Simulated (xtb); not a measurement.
C$_{6}$H$_{12}$O$_{2}$, charge -1, doublet, from a rough starting geometry (a state made from the parent by changing its charge; the spin is typed, not shown lowest); GFN2-xTB in xtb.

Here is a job for xtb.
```
$ xtb mol.xyz --gfn 2 --chrg -1 --uhf 1 --opt vtight --json

# file mol.xyz
20

C     -3.38519867     0.35983574    -0.32443677
C     -2.16990397    -0.48972725    -0.17278187
C     -0.91336495     0.35584645    -0.06872521
C      0.30160983    -0.56526457     0.04961727
O      1.46393248     0.24885302     0.16781019
C      2.65837484    -0.40579539     0.20051060
C      3.77193547     0.50647285     0.28610881
O      2.71229288    -1.60879732     0.27931681
H     -3.31913183     1.06544697    -1.17291690
H     -4.34163164    -0.20589582    -0.34030007
H     -3.48430470     1.06955203     0.56677518
H     -2.26103394    -1.10172952     0.75268274
H     -2.14658622    -1.12005393    -0.99770836
H     -0.96913229     1.02480342     0.79113963
H     -0.76125268     0.90605936    -0.97656920
H      0.28323953    -1.17149103     0.95400749
H      0.37632334    -1.29785183    -0.80636628
H      3.67015170     1.20003003     1.13384664
H      3.88510412     1.15961563    -0.58477437
H      4.71288591    -0.00004523     0.33285855
```

What the program printed (banner, timings and long lists left out):

```
   ID    Z sym.   atoms
    1    6 C      1-4, 6, 7
    2    8 O      5, 8
    3    1 H      9-20

           -------------------------------------------------
          |                Calculation Setup                |
           -------------------------------------------------

           -------------------------------------------------
          |                 G F N 2 - x T B                 |
           -------------------------------------------------

          ...................................................
          :                      SETUP                      :
          :.................................................:
          :  # basis functions                  44          :
          :  # atomic orbitals                  44          :
          :  # shells                           28          :
          :  # electrons                        49          :
          :  max. iterations                   250          :
          :  Hamiltonian                  GFN2-xTB          :
          :  restarted?                      false          :
          :  GBSA solvation                  false          :
          :  PC potential                    false          :
          :  electronic temp.          300.0000000     K    :
          :  accuracy                    1.0000000          :
          :  -> integral cutoff          0.2500000E+02      :
          :  -> integral neglect         0.1000000E-07      :
          :  -> SCF convergence          0.1000000E-05 Eh   :
          :  -> wf. convergence          0.1000000E-03 e    :
          :  Broyden damping             0.4000000          :
          :  net charge                         -1          :
          :  unpaired electrons                  1          :
          ...................................................

 iter      E             dE          RMSdq      gap      omega  full diag
   1    -27.3843511 -0.273844E+02  0.406E+00    5.87       0.0  T
   2    -27.5015818 -0.117231E+00  0.209E+00    3.91       1.0  T
   3    -27.5036614 -0.207956E-02  0.105E+00    3.39       1.0  T
   4    -27.5040569 -0.395519E-03  0.178E-01    2.97       1.0  T
   5    -27.5041000 -0.430678E-04  0.706E-02    3.06       1.0  T
   6    -27.5041090 -0.907314E-05  0.220E-02    3.09       1.0  T
   7    -27.5041101 -0.102405E-05  0.837E-03    3.09       2.7  T
   8    -27.5041102 -0.168139E-06  0.222E-03    3.08      10.1  T
   9    -27.5041102 -0.827303E-08  0.101E-03    3.08      22.1  T
  10    -27.5041102 -0.149767E-08  0.209E-04    3.08     106.9  T
  11    -27.5041102 -0.141060E-09  0.786E-05    3.08     284.6  T

   *** convergence criteria satisfied after 11 iterations ***

         :::::::::::::::::::::::::::::::::::::::::::::::::::::
         ::                     SUMMARY                     ::
         :::::::::::::::::::::::::::::::::::::::::::::::::::::
         :: total energy             -27.183406969864 Eh    ::
         :: gradient norm              0.223822219709 Eh/a0 ::
         :: HOMO-LUMO gap              3.084893813110 eV    ::
         ::.................................................::
         :: SCC energy               -27.504159821389 Eh    ::
         :: -> isotropic ES            0.203449013955 Eh    ::
         :: -> anisotropic ES          0.003100466136 Eh    ::
         :: -> anisotropic XC          0.002393113590 Eh    ::
         :: -> dispersion             -0.012339056776 Eh    ::
         :: repulsion energy           0.320752851525 Eh    ::
         :: add. restraining           0.000000000000 Eh    ::
         :: total charge              -1.000000000000 e     ::
         :::::::::::::::::::::::::::::::::::::::::::::::::::::

      -----------------------------------------------------------
     |                   =====================                   |
     |                        A N C O P T                        |
     |                   =====================                   |
     |               Approximate Normal Coordinate               |
     |                Rational Function Optimizer                |
      -----------------------------------------------------------
      -----------------------------------------------------------
     |                   =====================                   |
     |                        A N C O P T                        |
     |                   =====================                   |
     |               Approximate Normal Coordinate               |
     |                Rational Function Optimizer                |
      -----------------------------------------------------------

          ...................................................
          :                      SETUP                      :
          :.................................................:
          :   optimization level         verytight          :
          :   max. optcycles                   400          :
          :   ANC micro-cycles                  20          :
          :   degrees of freedom                54          :
          :.................................................:
          :   RF solver                   davidson          :
          :   write xtbopt.log                true          :
          :   linear?                        false          :
          :   energy convergence         0.1000000E-06 Eh   :
          :   grad. convergence          0.2000000E-03 Eh/α :
          :   maxmium RF displ.          1.0000000          :
          :   Hlow (freq-cutoff)         0.1000000E-01      :
          :   Hmax (freq-cutoff)         5.0000000          :
          :   S6 in model hess.         20.0000000          :
          ...................................................

generating ANC from exact Hessian ...
Using Lindh-Hessian (1995)
 Shifting diagonal of input Hessian by    8.2470749490134703E-003
 Lowest  eigenvalues of input Hessian
[...]
 * total energy  :   -27.2262087 Eh     change       -0.2092313E-05 Eh
 * total energy  :   -27.2262110 Eh     change       -0.2235486E-05 Eh
 * total energy  :   -27.2262134 Eh     change       -0.2437937E-05 Eh
 * total energy  :   -27.2262149 Eh     change       -0.1498524E-05 Eh
 * total energy  :   -27.2262164 Eh     change       -0.1436259E-05 Eh
 * total energy  :   -27.2262178 Eh     change       -0.1411048E-05 Eh
 * total energy  :   -27.2262176 Eh     change        0.1393226E-06 Eh
 * total energy  :   -27.2262190 Eh     change       -0.1422331E-05 Eh
 * total energy  :   -27.2262204 Eh     change       -0.1392353E-05 Eh
 * total energy  :   -27.2262212 Eh     change       -0.7226343E-06 Eh
 * total energy  :   -27.2262215 Eh     change       -0.3896319E-06 Eh
 * total energy  :   -27.2262216 Eh     change       -0.9226348E-07 Eh
   *** GEOMETRY OPTIMIZATION CONVERGED AFTER 74 ITERATIONS ***
         :: total energy             -27.226221641688 Eh    ::
[...]
        13        2.0000           -0.3370845              -9.1725
        14        2.0000           -0.3241201              -8.8198
        15        2.0000           -0.3165131              -8.6128
        16        2.0000           -0.3099822              -8.4350
        17        2.0000           -0.3020338              -8.2188
        18        2.0000           -0.2966357              -8.0719
        19        2.0000           -0.2848362              -7.7508
        20        2.0000           -0.2637025              -7.1757
        21        2.0000           -0.2382367              -6.4828
        22        2.0000           -0.2177081              -5.9241
        23        2.0000           -0.1920237              -5.2252
        24        2.0000           -0.1525132              -4.1501
        25        1.0000           -0.0155040              -0.4219 (HOMO)
        26                          0.1911175               5.2006 (LUMO)
        27                          0.2262066               6.1554
        28                          0.2409673               6.5571
        29                          0.2468652               6.7175
        30                          0.2655442               7.2258
        31                          0.2732842               7.4364
        32                          0.2992661               8.1434
        33                          0.3181117               8.6563
        34                          0.3304711               8.9926
        35                          0.3355316               9.1303
        36                          0.3419927               9.3061
       ...                                ...                  ...
        44                          0.6671724              18.1547
      -------------------------------------------------------------
                  HL-Gap            0.2066215 Eh            5.6225 eV
             Fermi-level            0.0018991 Eh            0.0517 eV

     #   Z          covCN         q      C6AA      α(0)
     1   6 C        3.751    -0.093    22.340     6.740
     2   6 C        3.800    -0.051    21.482     6.599
     3   6 C        3.800    -0.061    21.678     6.629
     4   6 C        3.684     0.112    18.929     6.230
     5   8 O        1.685    -0.428    21.396     6.245
     6   6 C        2.674     0.145    24.825     8.153
     7   6 C        3.747    -0.084    22.166     6.715
     8   8 O        0.855    -0.641    27.143     6.985
     9   1 H        0.925     0.022     2.697     2.568
    10   1 H        0.925     0.014     2.832     2.632
    11   1 H        0.925     0.028     2.616     2.529
    12   1 H        0.924     0.025     2.661     2.551
    13   1 H        0.924     0.013     2.846     2.638
    14   1 H        0.924     0.032     2.556     2.500
    15   1 H        0.924     0.013     2.846     2.638
    16   1 H        0.923     0.033     2.547     2.496
    17   1 H        0.922    -0.033     3.695     3.006
    18   1 H        0.922    -0.023     3.484     2.919
    19   1 H        0.924    -0.014     3.311     2.846
    20   1 H        0.924    -0.010     3.231     2.811

 Mol. C6AA /au·bohr⁶  :       3397.724498
 Mol. C8AA /au·bohr⁸  :      70696.321961
 Mol. α(0) /au        :         86.430970

Wiberg/Mayer (AO) data.
largest (>0.10) Wiberg bond orders for each atom

 ---------------------------------------------------------------------------
     #   Z sym  total        # sym  WBO       # sym  WBO       # sym  WBO
 ---------------------------------------------------------------------------
     1   6 C    3.998 --     2 C    1.017     9 H    0.989    11 H    0.989
                            10 H    0.988
     2   6 C    3.996 --     1 C    1.017     3 C    1.008    13 H    0.979
                            12 H    0.979
     3   6 C    3.993 --     2 C    1.008    15 H    0.979     4 C    0.979
                            14 H    0.978
     4   6 C    3.975 --     5 O    1.031     3 C    0.979    17 H    0.966
                            16 H    0.951
     5   8 O    2.019 --     4 C    1.031     6 C    0.819
     6   6 C    3.385 --     8 O    1.535     7 C    0.977     5 O    0.819
     7   6 C    3.981 --    19 H    0.989    20 H    0.988     6 C    0.977
                            18 H    0.968
     8   8 O    1.722 --     6 C    1.535
     9   1 H    0.999 --     1 C    0.989
    10   1 H    0.999 --     1 C    0.988
    11   1 H    0.999 --     1 C    0.989
    12   1 H    0.999 --     2 C    0.979
    13   1 H    1.000 --     2 C    0.979
    14   1 H    0.999 --     3 C    0.978
    15   1 H    1.000 --     3 C    0.979
    16   1 H    0.999 --     4 C    0.951
    17   1 H    0.999 --     4 C    0.966
    18   1 H    0.999 --     7 C    0.968
    19   1 H    1.000 --     7 C    0.989
    20   1 H    0.999 --     7 C    0.988
 ---------------------------------------------------------------------------

Topologies differ in total number of bonds
Writing topology from bond orders to xtbtopo.mol

molecular dipole:
                 x           y           z       tot (Debye)
 q only:       -3.821       1.403      -0.915
   full:       -4.095       1.703      -0.957      11.532
molecular quadrupole (traceless):
                xx          xy          yy          xz          yz          zz
 q only:      -13.705       8.443       8.013      -7.858       4.095       5.692
  q+dip:      -15.812      11.296       8.959      -7.427       5.365       6.852
   full:      -14.953      11.255       8.692      -7.548       5.326       6.260

optimized geometry written to: xtbopt.xyz

           -------------------------------------------------
          | TOTAL ENERGY              -27.226221641688 Eh   |
          | GRADIENT NORM               0.000187508402 Eh/α |
          | HOMO-LUMO GAP               5.622457306579 eV   |
           -------------------------------------------------

normal termination of xtb
```
